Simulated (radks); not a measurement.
Q: In+, configuration [Kr] 4d10 5s2. All-electron calculation, scalar-relativistic Kohn-Sham, BLYP, spin-polarised, spherical densities, finite nucleus; Fermi nuclear charge, rms radius 4.6156 fm. Program: a radial shooting solver on a logarithmic mesh with Libxc functionals. Some entries of the table are withheld. Estimate them.

| orbital | occ. | eigenvalue (eV) | <r^2> (bohr^2) | <r> (bohr) |
|---|---|---|---|---|
| 1s | 2 | -27764.65 | 0.001195 | 0.02971 |
| 2s | 2 | (1) | 0.01947 | 0.1285 |
| 2p | 6 | -3738.227 | 0.01536 | 0.1122 |
| 3s | 2 | -795.7399 | 0.1390 | 0.3487 |
| 3p | 6 | -656.4776 | 0.1399 | 0.3472 |
| 3d | 10 | -440.1213 | 0.1251 | 0.3244 |
| 4s | 2 | (2) | 0.8138 | 0.8476 |
| 4p | 6 | -85.3870 | 0.9722 | 0.9216 |
| 4d | 10 | -25.8890 | 1.671 | (3) |
| 5s | 2 | -14.9537 | 7.032 | 2.487 |

A: 
(1) 2s eigenvalue (eV): -4163.513
(2) 4s eigenvalue (eV): -126.9126
(3) 4d <r> (bohr): 1.180
